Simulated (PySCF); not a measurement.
# Fractional electron number in K (potassium, neutral)

The 4s alpha orbital of [Ar] 4s1 is emptied in steps (occupation f), with all orbitals relaxed, ending at [Ar]. Calculation: PySCF 2.14, in def2-SVP (5s3p2d, 24 functions); no relativity, point nucleus. The exact energy is a straight line in f; departures are measured from the line between the end points of the same method.

```json
{"f": "1", "UHF (eV)": "0.000", "LDA (eV)": "0.000", "PBE (eV)": "0.000", "PBE0 (eV)": "0.000", "r2SCAN (eV)": "0.000", "LC-wPBE (eV)": "0.000", "BHandHLYP (eV)": "0.000", "wB97X (eV)": "0.000", "MN15 (eV)": "0.000"}
{"f": "0.8", "UHF (eV)": "0.001", "LDA (eV)": "-0.293", "PBE (eV)": "-0.300", "PBE0 (eV)": "-0.218", "r2SCAN (eV)": "-0.256", "LC-wPBE (eV)": "0.012", "BHandHLYP (eV)": "-0.159", "wB97X (eV)": "0.006", "MN15 (eV)": "-0.177"}
{"f": "0.6", "UHF (eV)": "0.002", "LDA (eV)": "-0.430", "PBE (eV)": "-0.448", "PBE0 (eV)": "-0.325", "r2SCAN (eV)": "-0.372", "LC-wPBE (eV)": "0.018", "BHandHLYP (eV)": "-0.237", "wB97X (eV)": "0.011", "MN15 (eV)": "-0.253"}
{"f": "0.4", "UHF (eV)": "0.002", "LDA (eV)": "-0.416", "PBE (eV)": "-0.446", "PBE0 (eV)": "-0.323", "r2SCAN (eV)": "-0.350", "LC-wPBE (eV)": "0.017", "BHandHLYP (eV)": "-0.235", "wB97X (eV)": "0.014", "MN15 (eV)": "-0.232"}
{"f": "0.2", "UHF (eV)": "0.001", "LDA (eV)": "-0.261", "PBE (eV)": "-0.294", "PBE0 (eV)": "-0.212", "r2SCAN (eV)": "-0.209", "LC-wPBE (eV)": "0.010", "BHandHLYP (eV)": "-0.154", "wB97X (eV)": "0.008", "MN15 (eV)": "-0.116"}
{"f": "0", "UHF (eV)": "0.000", "LDA (eV)": "0.000", "PBE (eV)": "0.000", "PBE0 (eV)": "0.000", "r2SCAN (eV)": "0.000", "LC-wPBE (eV)": "0.000", "BHandHLYP (eV)": "0.000", "wB97X (eV)": "0.000", "MN15 (eV)": "0.000"}
```

```tsv
method	E(f=0) − E(f=1) (eV)	−ε at f=1 (eV)	−ε at f=0.4 (eV)
UHF	3.980	3.988	3.979
LDA	4.501	2.652	4.938
PBE	4.431	2.558	4.818
PBE0	4.362	2.994	4.647
r2SCAN	4.230	2.585	4.677
LC-wPBE	4.213	4.288	4.193
BHandHLYP	4.312	3.317	4.521
wB97X	4.023	4.051	4.019
MN15	4.188	3.041	4.536
```

Orbital energy along the path (eV):

| f | UHF | LDA | PBE | PBE0 | r2SCAN | LC-wPBE | BHandHLYP | wB97X | MN15 |
| --- | --- | --- | --- | --- | --- | --- | --- | --- | --- |
| 1 | -3.988 | -2.652 | -2.558 | -2.994 | -2.585 | -4.288 | -3.317 | -4.051 | -3.041 |
| 0.8 | -3.985 | -3.426 | -3.309 | -3.550 | -3.311 | -4.259 | -3.719 | -4.054 | -3.561 |
| 0.6 | -3.982 | -4.197 | -4.065 | -4.102 | -3.991 | -4.226 | -4.122 | -4.047 | -4.053 |
| 0.4 | -3.979 | -4.938 | -4.818 | -4.647 | -4.677 | -4.193 | -4.521 | -4.019 | -4.536 |
| 0.2 | -3.976 | -5.597 | -5.569 | -5.187 | -5.194 | -4.168 | -4.908 | -3.970 | -4.959 |
| 0 | -3.973 | -5.738 | -5.833 | -5.341 | -4.886 | -4.157 | -5.209 | -3.832 | -4.218 |

As f goes to zero the orbital energy of a semilocal functional can turn back, because the density of that orbital vanishes from the exchange-correlation potential.

Reference removal energy between the ground levels: 4.341 eV (measured; NIST Atomic Spectra Database, ionization energies). UHF lacks correlation.
